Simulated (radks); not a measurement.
Spin polarisation of the 4f4 shell in the neodymium ion Nd2+. Start: [Xe] 4f(up 2, down 2); electrons of 4f are moved from spin down to spin up, other shells keep equal spins. Method: scalar-relativistic Kohn-Sham, LDA (Slater exchange, Perdew-Wang correlation), spin-polarised, spherical densities, finite nucleus; Fermi nuclear charge, rms radius of each element as measured or else 0.836 A^(1/3) + 0.57 fm; computed with a radial shooting solver on a logarithmic mesh with Libxc functionals.

moment (Bohr magnetons)	E - E(0) (eV)	e(4f up) (eV)	e(4f down) (eV)	5p down minus up (eV)
0	0.000	-14.859	-14.859	0.000
1	-0.153	-15.143	-14.532	0.340
2	-0.612	-15.383	-14.162	0.682
3	-1.375	-15.576	-13.748	1.026
4	-2.440	-15.719	-13.290	1.372

At moment 4 the spin-polarisation energy is -2.440 eV and the 4f exchange splitting 2.429 eV, that is 0.607 eV per Bohr magneton; E = -I m^2/4 would give I = 0.610 eV.
